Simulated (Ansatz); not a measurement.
The first iterations of a band of H$_{4}$N$_{2}$Zn (7 atoms, charge 0, multiplicity 1).

Method: Ansatz, RHF/def2-SVPD.

```
movable images  : 7
climbing image  : yes
spring          : 5.0 eV/Å²
optimiser       : quadratic models (default)
start path      : through a guess of the saddle point
force threshold : 0.2 eV/Å
iteration limit : 60
end points      : relaxed
```

First end point:

```xyz
7
Properties=species:S:1:pos:R:3
N -1.534 -0.616 -0.798
Zn 0.001 0.000 -0.002
N 1.537 0.616 0.792
H -2.014 -1.454 -0.545
H -2.023 -0.153 -1.535
H 2.464 0.397 0.493
H 1.568 1.210 1.595
```

Last end point:

```xyz
7
Properties=species:S:1:pos:R:3
N -1.537 -0.613 -0.794
Zn 0.000 0.001 0.000
N 1.537 0.614 0.794
H -2.465 -0.390 -0.497
H -1.569 -1.220 -1.587
H 2.015 1.455 0.547
H 2.020 0.153 1.538
```

| iteration | highest image above the first end (eV) | largest band force component (eV/Å) |
| --- | --- | --- |
| 1 | 1.604 | 10.219 |
| 2 | 0.158 | 0.601 |

Problem. Does the band converge within its limit, and where does its top end?

Solution. The forces met the threshold. It ended after 5 iterations with the highest image 0.060 eV above the first end. The threshold of 0.2 eV/Å is loose, so the images may lie well off the minimum-energy path. Another band between the same ends (7 images) ends at a top of the same energy, where a vibrational analysis finds 1 clearly imaginary mode.

The run took 50 s on 2 threads of Arm Neoverse V1, with other jobs on the host, peak memory 0.21 GiB.
